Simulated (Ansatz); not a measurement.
The cluster H2W2⁺. Charge 1, multiplicity 2. Geometry PBE-D4/def2-TZVP.

```xyz
4

W    -0.425   -0.725   -0.600
W     0.421    0.727    0.602
H    -1.137   -1.950   -1.612
H     1.140    1.948    1.609
```

In the def2 sets W takes a core potential; there is no spin–orbit coupling. At PBE-D4/def2-TZVP, r2SCAN-D4/def2-TZVP, PBE0-D4/def2-TZVP, ωB97M-V/def2-TZVP the charge 1 doublet is spin-contaminated (final ⟨S²⟩ up to 1.74, 0.75 for a pure state). Another isomer (doublet) lies 1.73 eV lower at PBE0-D4/def2-TZVP; other spin states weren't run for this one.

(1) Estimate the α-spin orbital energies around the gap (eV) in Ansatz with PBE-D4/def2-TZVP, r2SCAN-D4/def2-TZVP, PBE0-D4/def2-TZVP, ωB97M-V/def2-TZVP.

Answers

(1) 
| orbital | PBE-D4/def2-TZVP | r2SCAN-D4/def2-TZVP | PBE0-D4/def2-TZVP | ωB97M-V/def2-TZVP |
| --- | --- | --- | --- | --- |
| HOMO−5 | -13.40 | -13.60 | -14.49 | -16.66 |
| HOMO−4 | -13.40 | -13.60 | -14.49 | -16.66 |
| HOMO−3 | -12.95 | -13.18 | -13.99 | -16.04 |
| HOMO−2 | -12.33 | -12.57 | -13.12 | -15.03 |
| HOMO−1 | -11.57 | -11.71 | -12.52 | -14.70 |
| HOMO | -11.34 | -11.63 | -12.51 | -14.69 |
| LUMO | -9.72 | -9.49 | -8.60 | -6.27 |
| LUMO+1 | -9.25 | -8.66 | -8.10 | -6.25 |
| LUMO+2 | -9.13 | -8.59 | -7.90 | -5.85 |
| LUMO+3 | -7.99 | -7.80 | -7.12 | -5.23 |
| LUMO+4 | -7.99 | -7.72 | -7.02 | -4.99 |
| LUMO+5 | -7.91 | -7.72 | -7.02 | -4.99 |
| β HOMO | -11.29 | -12.05 | -12.88 | -14.92 |
| β LUMO | -10.74 | -10.51 | -9.67 | -7.28 |
